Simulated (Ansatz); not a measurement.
Consider the ligand exchange at a B–S bond: `BS` + `F[SiH2][SeH]` → `B[Se][SiH2]F` + H₂S.

Program: Ansatz. Geometries: PBE0-D4/def2-TZVP. ΔE: electronic, gas phase. CBS: MP2 limit from def2 TZ/QZ plus the TZ coupled-cluster correction, frozen cores. This one scheme is used for every species. Functionals use def2-TZVPP. B3LYP here is the variant with VWN-RPA as its local correlation; programs differ in this. For Se outer-core shells are correlated without core-valence functions, which leaves a few kJ/mol of doubt a bond. Scalar relativity is left out up to krypton. One conformer a species, not always the lowest.

Question: Is it downhill or uphill in electronic energy at CCSD(T)/CBS, and by how much? (An estimate is asked.)

Answer: The calculation gave: Uphill: ΔE = +0.12 eV.

Question: What do these levels give: PBE0-D4, B3LYP-D4, B2PLYP, HF/def2-TZVPP, MP2/def2-TZVPP, MP2/CBS(def2)? (Estimate.)

Answer: Ansatz gave: PBE0-D4 0.18, B3LYP-D4 0.18, B2PLYP 0.18, HF/def2-TZVPP 0.18, MP2/def2-TZVPP 0.12, MP2/CBS(def2) 0.10 eV.

Largest T1 diagnostic among the species: 0.015.

In def2-TZVPP, CCSD(T) changes the Hartree–Fock value by −0.05 eV (the triples alone add −0.00 eV) and MP2 by −0.06 eV. The D4 term adds −0.04 eV with B3LYP and −0.02 eV with PBE0; it sums over pairs of atoms, weighted by their polarisabilities, and B3LYP, whose exchange is more repulsive, gets the larger term.
